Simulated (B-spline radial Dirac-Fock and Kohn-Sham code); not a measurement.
## The L3 (2p3/2) hole of selenium ions: width and yield against charge

These are calculated numbers from a radial atomic solver; the model is independent-particle radiative and Coulomb Auger rates from relativistic LDA hole-state orbitals, with Dirac-Fock energies. Tabulated ground configurations, configuration averages; single configurations, so decays that open only by mixing (as 1s 2s² with 1s 2p² in Be-like ions) are missing and such tiny yields are far too low.

```csv
ion,configuration,radiative (eV),non-radiative (eV),yield
Se⁺,[Ar] 3d10 4s2 4p3,0.0177,1.01,0.0173
Se²⁺,[Ar] 3d10 4s2 4p2,0.0178,1.01,0.0174
Se³⁺,[Ar] 3d10 4s2 4p1,0.0179,1.00,0.0175
Se⁴⁺,[Ar] 3d10 4s2,0.0180,0.997,0.0177
Se⁵⁺,[Ar] 3d10 4s1,0.0181,1.00,0.0177
Se⁶⁺,[Ar] 3d10,0.0182,1.01,0.0177
Se⁷⁺,[Ar] 3d9,0.0174,0.964,0.0177
```
